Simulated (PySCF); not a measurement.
BeCl, SMILES [Be][Cl], multiplicity 2.

Coordinates come from a PBE-D3(BJ)/def2-TZVPD optimisation. The multiplicity is an assumed one; other spin states were not compared.

Calculation: PBE-D3(BJ)/def2-TZVPD (PySCF).

Frequencies are harmonic and unscaled.

```
mode  ν (cm⁻¹)  IR (km/mol)  moving atoms (share of kinetic energy)
----  --------  -----------  --------------------------------------
1          811        119.7                        Be 80 %, Cl 20 %
```
